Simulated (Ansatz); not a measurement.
Cost and result for the atomization energy of CH₇ClO₂Si₂, SMILES `CO[SiH](Cl)O[SiH3]` (13 atoms, 12 bonds).

Cartesian coordinates in Å:
```
C -0.883 2.015 -0.454
O 0.301 1.356 -0.856
Si 0.383 -0.229 -1.193
Cl 2.327 -0.588 -1.692
O -0.043 -1.141 0.074
Si 0.405 -1.726 1.542
H -0.684 3.087 -0.444
H -1.186 1.703 0.550
H -1.708 1.821 -1.148
H -0.493 -0.593 -2.320
H -0.600 -2.735 1.949
H 1.748 -2.350 1.457
H 0.432 -0.621 2.535
```

The species carries charge 0 and has multiplicity 1. The geometry is a stationary point of PBE0-D4/def2-TZVP. It is one conformer, not always the lowest. Program: Ansatz. All runs use 2 threads of an AMD EPYC 7R13 on a shared host and a share of an NVIDIA H100 80 GB. Times are those of one run each, without the atoms' runs, and a repeat can differ threefold. Electronic energies, without spin–orbit coupling; frozen cores. CCSD(T)/CBS adds CCSD(T) − MP2 in def2-TZVPP to the MP2 limit, and its time is that of the two runs behind it. T1 = 0.011. B3LYP takes the VWN-RPA correlation (the form of Gaussian; ORCA's B3LYP/G).

CCSD(T)/CBS is a level of theory with its own doubt, some kJ/mol a heavy atom from the limit and from the frozen cores, so smaller differences don't rank the functionals.

```tsv
level	functions	wall time
ωB97M-V/def2-TZVPP (with forces)	317	4.8 s
PBE-D4/def2-TZVPP (with forces)	317	5.5 s
B3LYP-D4/def2-TZVPP (with forces)	317	8.5 s
r2SCAN-D4/def2-TZVPP (with forces)	317	9 s
CCSD(T)/def2-TZVPP	317	9.5 s
B2PLYP/def2-TZVPP	317	9.5 s
PBE0-D4/def2-TZVPP	317	11 s
MP2/def2-QZVPP	591	12 s
ωB97X-V/def2-TZVPP	317	13 s
CCSD(T)/CBS(def2)	–	21 s
```

What atomization energy does each give, and how far from CCSD(T)/CBS? (An estimate is asked.)

The calculation gave: 
```json
{"level": "ωB97M-V/def2-TZVPP (with forces)", "atomization (kcal/mol)": "1145.8", "difference from CCSD(T)/CBS": "-0.7", "per bond": "-0.1"}
{"level": "PBE-D4/def2-TZVPP (with forces)", "atomization (kcal/mol)": "1144.3", "difference from CCSD(T)/CBS": "-2.2", "per bond": "-0.2"}
{"level": "B3LYP-D4/def2-TZVPP (with forces)", "atomization (kcal/mol)": "1137.4", "difference from CCSD(T)/CBS": "-9.1", "per bond": "-0.8"}
{"level": "r2SCAN-D4/def2-TZVPP (with forces)", "atomization (kcal/mol)": "1143.1", "difference from CCSD(T)/CBS": "-3.4", "per bond": "-0.3"}
{"level": "CCSD(T)/def2-TZVPP", "atomization (kcal/mol)": "1113.7", "difference from CCSD(T)/CBS": "-32.8", "per bond": "-2.7"}
{"level": "B2PLYP/def2-TZVPP", "atomization (kcal/mol)": "1127.5", "difference from CCSD(T)/CBS": "-19.0", "per bond": "-1.6"}
{"level": "PBE0-D4/def2-TZVPP", "atomization (kcal/mol)": "1130.1", "difference from CCSD(T)/CBS": "-16.4", "per bond": "-1.4"}
{"level": "MP2/def2-QZVPP", "atomization (kcal/mol)": "1153.6", "difference from CCSD(T)/CBS": "7.1", "per bond": "0.6"}
{"level": "ωB97X-V/def2-TZVPP", "atomization (kcal/mol)": "1147.4", "difference from CCSD(T)/CBS": "0.9", "per bond": "0.1"}
{"level": "CCSD(T)/CBS(def2)", "atomization (kcal/mol)": "1146.5", "difference from CCSD(T)/CBS": "0.0", "per bond": "0.0"}
```

From PBE to PBE0 (25 % exact exchange), in def2-TZVPP and without D4, the atomization energy moves by −13.2 kcal/mol: exact exchange takes away binding that semilocal exchange gives to molecules. In def2-TZVPP, CCSD(T) changes the Hartree–Fock value by +263.3 kcal/mol (the triples alone add +14.5 kcal/mol) and MP2 by +283.4 kcal/mol; breaking electron pairs costs correlation energy, which Hartree–Fock lacks. The D4 term adds +12.6 kcal/mol with B3LYP and +6.8 kcal/mol with PBE0; it sums over pairs of atoms, weighted by their polarisabilities, and B3LYP, whose exchange is more repulsive, gets the larger term.
